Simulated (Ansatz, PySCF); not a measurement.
Stretching the Pb1–H2 bond in H3NPb (SMILES [NH2][PbH]) (multiplicity 1 held, fragments rigid). Energies count from the point at 1.865 Å.
Geometry at that point (charge 0, multiplicity 1):
```xyz
5

Pb    -0.057     0.135     0.166
H     -0.745     1.245    -1.165
N      0.564    -1.280    -1.300
H      0.429    -1.174    -2.294
H      1.035    -2.146    -1.082
```

Restricted levels (R-, RO-) in cc, def2 and unpolarised 6-31G sets keep to the state of the molecule at rest. Unrestricted levels (U-) break spin symmetry where that is lower. Active spaces are followed from a long bond inwards. Curves can end on different states.

Correlated levels freeze the cores. Filled d and f shells under p-block atoms count as core. Rows in LANL2DZ carry no dispersion term and start afresh at each structure. LANL2DZ brings its own core potentials from Na on.

Codes used: Ansatz (a program for electronic structure) with Gaussian orbitals; PySCF for LANL2DZ rows. Values without a source in brackets are computed. In def2 rows elements past Kr take small-core potentials, without spin–orbit coupling.

Energies in kJ/mol.

```
R (Å)  U-HF/LANL2DZ  R-MP2/def2-TZVPP  CASSCF(2,2)/def2-TZVPP  FIC-MRCISD+Q on CASSCF(2,2)/def2-TZVPP
-----  ------------  ----------------  ----------------------  --------------------------------------
1.492            80               101                       …                                     106
1.678            11                18                      23                                      20
1.865             0                 0                       0                                       0
2.051            20                15                       9                                      12
2.238            56                45                      32                                      39
2.517           108               101                       …                                      89
2.797           138               158                     119                                     136
3.263           160               241                     173                                     198
3.729           168               304                     203                                     232
4.289           170               353                     217                                     249
5.035           172               382                     222                                     254
5.967           172               374                     223                                     256
```

Question: What belongs in the gaps?

Answer: 
- 2.517, CASSCF(2,2)/def2-TZVPP: 76
- 1.492, CASSCF(2,2)/def2-TZVPP: 110

Doubts at one or more of the structures used: a spin-contaminated determinant (U-HF/LANL2DZ); a restricted determinant that unrestricted orbitals would lower (R-MP2/def2-TZVPP).
